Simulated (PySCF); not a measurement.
Tc (technetium, neutral): MN15 calculation

Configuration: [Kr] 4d5 5s2, high-spin 6S determinant. Computed with PySCF 2.14 in aug-cc-pVDZ-PP with ECP28MDF (5s5p4d2f, 54 functions), with scalar relativity through the core potential.

* Total energy: -80.2652 hartree
* One-electron energy: -137.4205 hartree
* Hartree (Coulomb) energy: 65.7816 hartree
* Exchange-correlation energy: -8.6262 hartree
* ⟨S²⟩: 8.7555
* ⟨L²⟩: 0.000
* Sum of ⟨r⟩: 24.66 bohr
* Sum of ⟨r²⟩: 55.76 bohr²
* Time after the integrals: 2.4 s of wall time on 1 thread of Neoverse-N1 (shared host)

```csv
shell,electrons,mean orbital energy (hartree),"rms radius, mean of both spins (bohr)"
4s α,1,-2.86460,1.14
4s β,1,-2.75276,1.14
4p α,3,-1.82322,1.27
4p β,3,-1.70386,1.27
4d α,5,-0.36482,1.88
5s α,1,-0.25592,3.58
5s β,1,-0.20948,3.58
```

Energies and moments cover only the electrons outside the core potential.
